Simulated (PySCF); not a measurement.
CH₇FOSi₂. Atoms are numbered in the order given.

```xyz
12

O     -1.9091     0.7588     0.9942
C     -2.0655    -0.1426    -0.0917
Si    -0.4497    -0.1505    -1.1065
Si     1.1441    -0.0167     0.6086
F      2.6295    -0.3947     0.0381
H     -1.8916     1.6564     0.6445
H     -2.2133    -1.1424     0.3478
H     -2.9724     0.0676    -0.6896
H     -0.3024    -1.3562    -1.9795
H     -0.3861     1.0769    -1.9649
H      0.8159    -0.9868     1.6936
H      1.2283     1.3622     1.1719
```

Coordinates come from a PBE0-D3(BJ)/def2-SVP optimisation. This is a generated structure with no PubChem entry under its InChIKey; it may be hypothetical. The values are those of a single conformer.

Method: PySCF with PBE/pcSseg-1.

GIAO shieldings, no solvent; atoms listed in one row are averaged. δ = σ(ref) − σ: ¹⁷O against H2O (σ = 334.3 ppm); ¹³C against TMS (σ = 182.0 ppm); ²⁹Si against TMS (σ = 335.4 ppm); ¹⁹F against CFCl3 (σ = 133.6 ppm); ¹H against TMS (σ = 31.49 ppm), references at their B3LYP-D3(BJ)/def2-TZVP geometries, non-relativistic.

Computed chemical shifts:
```csv
nucleus,atoms,count,δ (ppm)
¹⁷O,O1,1,38.2
¹³C,C2,1,57.5
²⁹Si,Si4,1,12.8
²⁹Si,Si3,1,-74.2
¹⁹F,F5,1,-280.2
¹H,"H11, H12",2,6.22
¹H,H9,1,4.56
¹H,H8,1,4.36
¹H,H10,1,4.32
¹H,H7,1,4.27
¹H,H6,1,-0.40
```
